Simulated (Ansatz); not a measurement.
Frontier orbitals of CH7GeNO, SMILES `[CH3][GeH]([NH2])[OH]`.

Charge 0, multiplicity 1. Correlated methods include outer-core shells of Ge, which these sets cover unevenly. Scalar relativity is left out up to krypton. The structure was optimised at the PBE0-D4/def2-TZVP level. It is one conformer, not always the lowest. Basis def2-TZVPP, the Gaussian-basis code of Ansatz.

```tsv
functional	HOMO (eV)	LUMO (eV)	gap (eV)
LDA (SPW92)	-6.14	-0.22	5.92
PBE	-5.99	-0.09	5.90
PBE0	-7.45	0.75	8.20
r2SCANh	-6.85	0.84	7.69
CAM-B3LYP	-8.90	1.51	10.41
ωB97M-V	-9.83	2.17	12.00
```

From PBE to PBE0 the HOMO moves by −1.46 eV and the LUMO by +0.84 eV, and with ωB97M-V by −3.85 and +2.26 eV, so the gap grows from 5.90 to 12.01 eV with exact exchange. A positive LUMO is unbound and depends on the basis.
